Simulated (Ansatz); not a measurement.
Reaction (ligand exchange at the Al–N bond): `[CH3][Al]([Cl])[N]=C=O` + CH₃OH → `C[O][Al]([CH3])[Cl]` + `N=C=O`

Program: Ansatz. Geometries: PBE0-D4/def2-TZVP. ΔE: electronic, gas phase. CBS: MP2 limit from def2 TZ/QZ plus the TZ coupled-cluster correction, frozen cores. This one scheme is used for every species. DFT in def2-TZVPP. B3LYP here is the variant with VWN-RPA as its local correlation; programs differ in this. Each species was taken in one conformer, which may not be the lowest.

(1) Is it downhill or uphill in electronic energy at CCSD(T)/CBS, and by how much? (An estimate is asked.)

(2) What do these levels give: PBE0-D4, B3LYP-D4, revPBE, BLYP, CCSD(T)/def2-TZVPP, CCSD/CBS(def2)? (An estimate is asked.)

Largest T1 diagnostic among the species: 0.018.

Results:

(1) Ansatz gave: Uphill: ΔE = +7.4 kJ/mol.

(2) The calculation gave: PBE0-D4 8.1, B3LYP-D4 4.1, revPBE 5.5, BLYP 1.2, CCSD(T)/def2-TZVPP 7.0, CCSD/CBS(def2) 9.2 kJ/mol.

In def2-TZVPP, CCSD(T) changes the Hartree–Fock value by −11.6 kJ/mol (the triples alone add −1.9 kJ/mol) and MP2 by −10.7 kJ/mol. From PBE to PBE0 (25 % exact exchange), in def2-TZVPP and without D4, ΔE moves by +5.7 kJ/mol. Leaving LDA and LC-ωPBE aside and taking each functional with its dispersion term where it has one, the values, not all of them listed here, spread over 10.7 kJ/mol, from BLYP-D4 to PBE-QIDH. LDA lies −5.1 kJ/mol from PBE without D4.
